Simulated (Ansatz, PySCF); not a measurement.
C2H7BBrN (SMILES CN(C)BBr), singlet, at a GFN2-xTB geometry. Base run: CASSCF(4,6)/STO-3G run with PySCF.

Input for PySCF:
```python
from pyscf import gto, scf, mcscf
import numpy

mol = gto.M(
    atom='''
B    -0.25463711   -0.12122809    0.81782560
H    -0.42020111   -0.52746361    1.90392087
Br    0.89937032   -1.08418999   -0.32792998
N    -0.88790135    1.02773759    0.39591977
C    -0.77346731    1.63825050   -0.91303865
C    -1.77627245    1.78279737    1.25464428
H    -1.75666067    1.68975952   -1.38934415
H    -0.38394553    2.65587885   -0.81872736
H    -0.10525521    1.06599452   -1.55164114
H    -1.40185879    2.80248242    1.38185133
H    -2.77459031    1.83635156    0.81122773
H    -1.84851617    1.30933650    2.23006201
''',
    basis='sto-3g',
    verbose=4,
)

mf = scf.RHF(mol)
mf.kernel()
mc = mcscf.CASSCF(mf, 6, 4)
mc.fix_spin_(ss=0.0)
mc.kernel()
occ = numpy.linalg.eigvalsh(mc.fcisolver.make_rdm1(mc.ci, mc.ncas, mc.nelecas))[::-1]
ss = mc.fcisolver.spin_square(mc.ci, mc.ncas, mc.nelecas)[0]
print('natural occupations', occ.round(4), ' <S^2>', round(ss, 4))
```

Programs used: Ansatz (a quantum-chemistry and plane-wave program), PySCF; a row that names a program was run with it.

Each row names what was changed in the base input (with any setting that the change needs).

| change | ΔE vs base (kcal/mol) | natural occupations | <S^2> of the state |
|---|---|---|---|
| base | 0.000 | 1.98 1.96 0.03 0.02 0.00 0.00 | 0.00 |
| active space = 6 electrons, 6 orbitals | -12.16 | 1.99 1.98 1.96 0.04 0.02 0.02 | 0.00 |
| correction = SC-NEVPT2 | -106.1 | 1.98 1.96 0.03 0.02 0.00 0.00 | 0.00 |
| conv_tol = 1e-5 | 0.001 | 1.98 1.96 0.03 0.02 0.00 0.00 | 0.00 |
| orbitals = fixed (CASCI) | 22.20 | 2.00 2.00 0.00 0.00 0.00 0.00 | 0.00 |
| active space = 10 electrons, 9 orbitals | -23.87 | 1.99 1.99 1.98 1.98 1.96 0.04 0.02 0.02 0.02 | 0.00 |
| code = ansatz | 0.017 | - | - |
| active space = 8 electrons, 6 orbitals | -0.111 | 2.00 2.00 1.98 1.96 0.04 0.02 | 0.00 |
| orbitals = fixed (CASCI); correction = SC-NEVPT2 | -102.2 | 2.00 2.00 0.00 0.00 0.00 0.00 | 0.00 |
| active space = 8 electrons, 7 orbitals | -9.46 | 2.00 1.98 1.98 1.96 0.04 0.02 0.02 | 0.00 |
| code = ansatz; correction = SC-NEVPT2, all electrons | -108.5 | - | - |

Active orbitals are taken around the Fermi level unless the row says otherwise; CASSCF can end in different local minima, and two programs can end on different orbitals. State-averaged rows give the lowest state.

Ansatz warned in this series: other orbitals give a lower active-space energy.
